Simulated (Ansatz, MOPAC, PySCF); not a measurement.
Molecule: C3HO, net charge -1, singlet state. SMILES: O=c1[c-]c1
Coordinates optimised at B3LYP-D3(BJ)/def2-TZVP (Ansatz, a quantum-chemistry and plane-wave program):
```
C
O 1 1.2372
C 1 1.3766 2 151.45
C 3 1.3898 1 63.47 2 -180.00
H 3 1.0940 1 155.52 2 0.00
```
Charge -1, spin multiplicity 1.

Unscaled harmonic wavenumbers (cm⁻¹) in rising order, each level at the stationary point that it reaches from this structure (no distance between atoms moves by over 0.3 Å); the order of modes can differ between levels, and a negative number is imaginary. B3LYP-D3(BJ)/def2-TZVP (PySCF, at the structure above): 525, 529, 817, 847, 872, 1188, 1370, 1799, 2993.

AM1 (MOPAC): 475, 518, 874, 944, 1034, 1220, 1648, 2232, 3396. Zero-point energy 17.6 against 15.6 kcal/mol; where all levels lie over 400 cm⁻¹, the wavenumbers are on average 1.096 times those of B3LYP-D3(BJ)/def2-TZVP.

HF/3-21G (Ansatz): 566, 636, 853, 960, 1007, 1258, 1401, 1876, 3353. Zero-point energy 17.0 against 15.6 kcal/mol; where all levels lie over 400 cm⁻¹, the wavenumbers are on average 1.096 times those of B3LYP-D3(BJ)/def2-TZVP.
